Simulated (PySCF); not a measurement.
An unknown is described by computed data only.

Elements present: Al, C, H, N and O. Monoisotopic mass: 70.9952 u.

| Property | Result |
| --- | --- |
| 1H NMR | chemical shifts (computed TMS as zero) by class: 4.59 (2 H) ppm [GIAO B3LYP/pcSseg-1 (pcSseg-2 on Al)] |
| Triplet | lowest triplet excitation (Tamm–Dancoff): 4.98 eV [TDA CAM-B3LYP/def2-SVPD] |
| 13C NMR | chemical shifts (computed TMS as zero) by class: 128.8 (1 C) ppm [GIAO B3LYP/pcSseg-1 (pcSseg-2 on Al)] |
| Dipole | 2.26 D [CAM-B3LYP/def2-SVPD] |
| UV, strongest line | among the 15 lowest singlet transitions: S9 at 8.26 eV (150 nm, f = 0.294) [TDDFT CAM-B3LYP/def2-SVPD] |
| Rotational structure | rotational constants A, B, C: 128.000, 2.459, 2.413 GHz [PBE0-D3(BJ)/def2-SVP] |
| Polarisability | 48.7 au [CAM-B3LYP/def2-SVPD] |
| UV, first state | lowest singlet excitation: 5.30 eV (234 nm, f = 0.000) [TDDFT CAM-B3LYP/def2-SVPD] |
| XPS | C1s 294.9, N1s 405.2, O1s 539.4, Al1s 1568.0 eV [ΔSCF SCAN, pcX-2 on the ionised atom, pcseg-1 elsewhere, spin-free X2C] |

Gas-phase values; electronic properties from PySCF, density fitting. Levels stand in brackets. Isolated species at its PBE0-D3(BJ)/def2-SVP geometry, gas phase. Each NMR value is the plain mean over a class of atoms that symmetry, rotation or inversion makes alike.

Question: Which formula fits the mass and the elements?

Answer: CH2AlNO (calculated 70.9952). No other formula that holds each of these elements comes within 0.0003 u with a fitting electron parity and a possible valence count.

Question: What is the compound? Reason from the data.

Answer: The one carbon: carbon bonded to N and O (128.8 ppm). All hydrogens form one class (4.59 ppm): hydrogen on aluminium. The core levels belong to: C1s 294.9 eV, carbon bonded to N and O; N1s 405.2 eV, nitrogen bonded to Al and C; O1s 539.4 eV, oxygen bonded to C; Al1s 1568.0 eV, aluminium bonded to N and 2 H. The optimised geometry has point group C2v and is an asymmetric top. Structure: AlH2(NCO), `[H][Al]([H])[N]=C=O`. The assignments are read from this structure; whether some other isomer fits the data as well wasn't checked.
